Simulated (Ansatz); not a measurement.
`C=C[SiH2][S][GeH3]` and `C=C[SiH2][GeH3]` differ in one atom or group.

Ansatz, PBE0-D4/def2-TZVP geometries, multiplicity 1. Each molecule was computed in one conformer, which needn't be the lowest.

Scalar relativity is left out up to krypton.

| property | `C=C[SiH2][S][GeH3]` |
| --- | --- |
| size of the dipole moment (PBE/def2-TZVPP) / D | 1.59 |
| LUMO energy (ωB97M-V/def2-TZVPP) / eV | 1.36 |
| LUMO energy (B3LYP/def2-TZVPP) / eV | -0.88 |
| LUMO energy (PBE/def2-TZVPP) / eV | -1.66 |
| size of the dipole moment (B3LYP/def2-TZVPP) / D | 1.63 |
| HOMO energy (ωB97M-V/def2-TZVPP) / eV | -9.49 |

Q: Give the same properties after the change, and the shifts. (Estimate.)

A: The calculation gave: 
| property | `C=C[SiH2][GeH3]` | shift |
| --- | --- | --- |
| size of the dipole moment (PBE/def2-TZVPP) / D | 0.87 | -0.72 |
| LUMO energy (ωB97M-V/def2-TZVPP) / eV | 1.36 | 0.00 |
| LUMO energy (B3LYP/def2-TZVPP) / eV | -0.88 | 0.00 |
| LUMO energy (PBE/def2-TZVPP) / eV | -1.64 | 0.02 |
| size of the dipole moment (B3LYP/def2-TZVPP) / D | 0.91 | -0.72 |
| HOMO energy (ωB97M-V/def2-TZVPP) / eV | -9.66 | -0.17 |

Dipoles are sizes alone; their direction can turn.

B3LYP here is the variant with VWN-RPA as its local correlation; programs differ in this.
